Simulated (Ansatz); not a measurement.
Mulliken charges of `OB(O)F` from B3LYP/def2-TZVPP in Ansatz (PBE0-D4/def2-TZVP geometry).

```csv
atom,x (Å),y (Å),z (Å),charge (e)
O1,-0.478,0.971,-0.208,-0.319
B2,-0.024,-0.308,-0.106,0.469
O3,0.989,-0.635,0.726,-0.291
F4,-0.573,-1.281,-0.833,-0.274
H5,-1.199,1.066,-0.834,0.209
H6,1.326,0.122,1.210,0.207
```

Task: By hand: the dipole of these point charges (1 e Å = 4.8032 D).

Result: Σ q r = (0.034, 0.330, 0.110) e Å, of length 0.350 e Å = 1.68 D.

Task: How does the dipole of the full density compare? (Estimate.)

Result: Ansatz gave: (-0.087, 0.382, 0.013) e Å, 1.88 D; the point charges give 0.89 times that, at 25° from its direction.

Point charges leave out the atoms' own dipoles, such as those of lone pairs, and Mulliken's split depends on the basis, so the two needn't agree.

B3LYP here is the variant with VWN-RPA as its local correlation; programs differ in this.
